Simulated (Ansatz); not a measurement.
Reaction (formal exchange of groups at a C–Ge bond): `[CH3][GeH]([OH])[SeH]` + `BCl` → `CBCl` + `[OH][GeH2][SeH]`

Program: Ansatz. Geometries: PBE0-D4/def2-TZVP. ΔE: electronic, gas phase. CCSD(T)/CBS is the MP2 limit (def2-TZVPP, def2-QZVPP) plus CCSD(T) − MP2 in def2-TZVPP, frozen cores. This one scheme is used for every species. For Ge, Se outer-core shells are correlated without core-valence functions, which leaves a few kJ/mol of doubt a bond. Scalar relativity is left out up to krypton. Each species was taken in one conformer, which may not be the lowest.

| species | CCSD(T)/def2-TZVPP energy (Eh) |
| --- | --- |
| `[CH3][GeH]([OH])[SeH]` | -4592.56807 |
| `BCl` | -485.72789 |
| `CBCl` | -524.98862 |
| `[OH][GeH2][SeH]` | -4553.31067 |

Task: Work out ΔE.

Result: ΔE = (-524.98862) + (-4553.31067) − (-4592.56807) − (-485.72789) = -0.00333 Eh = -2.1 kcal/mol. CCSD(T)/CBS gives -2.3 kcal/mol.

Largest T1 diagnostic among the species: 0.012.

The D4 term adds +0.8 kcal/mol with B3LYP and +0.5 kcal/mol with PBE0; it sums over pairs of atoms, weighted by their polarisabilities, and B3LYP, whose exchange is more repulsive, gets the larger term. In def2-TZVPP, CCSD(T) changes the Hartree–Fock value by +1.4 kcal/mol (the triples alone add +0.2 kcal/mol) and MP2 by +1.9 kcal/mol.

B3LYP here is the variant with VWN-RPA as its local correlation; programs differ in this.
